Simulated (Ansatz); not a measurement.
| atom | x (Å) | y (Å) | z (Å) |
| --- | --- | --- | --- |
| H | 1.9000 | 0.0000 | 0.3700 |
| H | 0.9500 | 1.6455 | 0.3700 |
| H | -0.9500 | 1.6455 | 0.3700 |
| H | -1.9000 | 0.0000 | 0.3700 |
| H | -0.9500 | -1.6455 | 0.3700 |
| H | 0.9500 | -1.6455 | 0.3700 |
| H | 1.9000 | 0.0000 | -0.3700 |
| H | 0.9500 | 1.6455 | -0.3700 |
| H | -0.9500 | 1.6455 | -0.3700 |
| H | -1.9000 | 0.0000 | -0.3700 |
| H | -0.9500 | -1.6455 | -0.3700 |
| H | 0.9500 | -1.6455 | -0.3700 |

Basis set: def2-SVP (spherical functions). All electrons are correlated. Charge 0, multiplicity 1.

Computed with Ansatz (development build ahead of 0.2.0); each method stands on the lowest determinant of its kind that the runs found. Restricted open shells among the atoms or ions are ROHF, correlated in semicanonical orbitals with singles.

(1) Give the atomization energy at this shape (free ground-state atoms in the same class of orbitals less the molecule, no zero-point energy) of singlet H₁₂ by RHF-MP2, RHF.

Answers

(1)

| method | atomization energy |
| --- | --- |
| RHF-MP2 | 22.99 eV |
| RHF | 18.33 eV |

Caution: the shape is not the minimum.
